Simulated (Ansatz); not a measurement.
C2H5NSSi, SMILES `N[SiH2]C1=CS1`, relaxed with RKS PBE-D4/def2-SVP in Ansatz from a rough embedded geometry. The force threshold is 0.03 eV/Å; the program also tests the step.

The species carries charge 0 and has multiplicity 1.

Start:

```xyz
10

N    -1.202   -1.122   -0.573
Si   -0.750    0.334    0.196
C     0.935    0.507    0.205
C     2.171    0.004    0.547
S     2.191    1.597   -0.168
H    -1.006   -1.028   -1.553
H    -2.263   -1.127   -0.548
H    -1.411    1.414   -0.510
H    -1.381    0.242    1.559
H     2.716   -0.821    0.844
```

```
         step  energy (eV)  largest force (eV/Å)  largest move (Å)
            1  -22333.4814                 5.187             0.000
            2  -22334.4381                 2.681             0.146
            3  -22334.7714                 0.506             0.193
            4  -22334.8217                 0.378             0.197
            5  -22334.8444                 0.281             0.078
            6  -22334.8549                 0.303             0.200
            7  -22334.8777                 0.210             0.200
            8  -22334.8868                 0.073             0.200
            9  -22334.8882                 0.227             0.097
           10  -22334.8904                 0.089             0.030
           11  -22334.8923                 0.135             0.122
           12  -22334.8924                 0.292             0.017
13 (rejected)  -22334.8924                 0.338             0.007
           14  -22334.8937                 0.143             0.003
           15  -22334.8973                 0.482             0.100
16 (rejected)  -22334.8774                 1.282             0.145
           17  -22334.9098                 0.294             0.073
           18  -22334.9224                 0.161             0.072
           19  -22334.9327                 0.084             0.110
20 (rejected)  -22334.9298                 0.281             0.168
           21  -22334.9370                 0.029             0.083
           22  -22334.9382                 0.138             0.082
23 (rejected)  -22334.9372                 0.257             0.055
24 (rejected)  -22334.9380                 0.123             0.027
           25  -22334.9388                 0.014             0.013
```

End:

```xyz
10

N    -1.617   -0.978   -0.655
Si   -0.897    0.465   -0.002
C     0.932    0.374    0.313
C     2.175   -0.009    0.408
S     2.242    1.679    1.011
H    -1.386   -1.254   -1.613
H    -1.693   -1.804   -0.057
H    -1.104    1.589   -0.975
H    -1.542    0.764    1.320
H     2.890   -0.827    0.252
```

It took 30 s on 4 threads of an Arm Neoverse V1 on a shared host, with 0.15 GiB of host memory at the peak.
